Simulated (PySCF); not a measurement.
**PBE0 on Ni⁻ (nickel, charge -1)**

Configuration: [Ar] 3d9 4s2, 2D determinant. Computed with PySCF 2.14 in def2-QZVPPD, with no relativity, point nucleus.

- Total energy: -1508.105 hartree
- One-electron energy: -2104.257 hartree
- Hartree (Coulomb) energy: 659.238 hartree
- Exchange-correlation energy: -63.086 hartree
- Kinetic energy: 1505.79339 hartree
- ⟨S²⟩: 0.7536
- ⟨L²⟩: 6.025
- Sum of ⟨r⟩: 25.67 bohr
- Sum of ⟨r²⟩: 56.61 bohr²
- Traceless quadrupole moment −½Σ⟨3z² − r²⟩ along its main axis: -0.396 e·bohr²
- Density at the nucleus (Gaussians lack the cusp): 14800 bohr⁻³
- Spin density at the nucleus: -0.00637 bohr⁻³
- Langevin diamagnetic susceptibility: -44.8 ×10⁻⁶ cm³/mol

```tsv
shell	electrons	mean orbital energy (hartree)	spread (hartree)	rms radius, mean of both spins (bohr)
1s α	1	-299.87895	0	0.0635
1s β	1	-299.87861	0	0.0635
2s α	1	-35.60426	0	0.269
2s β	1	-35.57954	0	0.269
2p α	3	-30.99213	0.03387	0.240
2p β	3	-30.97162	0.01345	0.240
3s α	1	-3.80086	0	0.809
3s β	1	-3.74459	0	0.809
3p α	3	-2.37604	0.06834	0.858
3p β	3	-2.31563	0.00561	0.858
3d α	5	-0.03534	0.07838	1.34
3d β	4	0.00426	0.04883	1.34
4s α	1	0.02378	0	4.14
4s β	1	0.02820	0	4.14
```

At PBE0 the highest occupied level has a positive energy, so only the finite basis holds that electron; in a semilocal or global hybrid functional this comes from self-interaction and does not mean that the real anion is unbound.
